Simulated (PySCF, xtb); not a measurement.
C3H6BNO, SMILES C#CB(O)NC.

Geometry: PBE0-D3(BJ)/def2-SVP. This is a generated structure with no PubChem entry under its InChIKey; it may be hypothetical. The values are those of a single conformer.

Method: PySCF with C-PCM-ωB97X/def2-SVP.

The values are the electrostatic part of the solvation free energy, E(continuum) − E(gas) at the gas-phase geometry, in a cavity of scaled van der Waals radii (PySCF's table); cavitation and dispersion terms are not included. In vacuum the orbital gap is 11.63 eV. The dipole moment in vacuum is 0.70 D.

### Question
Estimate the values in water (ε = 78.36), 2-propanol (ε = 19.26), acetone (ε = 20.49). (The exact figures need the calculation; the answer reports its results.)

### Answer

| solvent | ε | ΔG(elec) (kcal/mol) | dipole (D) | gap (eV) |
|---|---|---|---|---|
| water | 78.36 | -6.2 | 0.83 | 11.52 |
| 2-propanol | 19.26 | -6.0 | 0.82 | 11.53 |
| acetone | 20.49 | -6.0 | 0.82 | 11.53 |

For comparison, GFN2-xTB/ALPB(water) (xtb, at the GFN2-xTB geometry, all terms of that model) gives -5.4 kcal/mol.
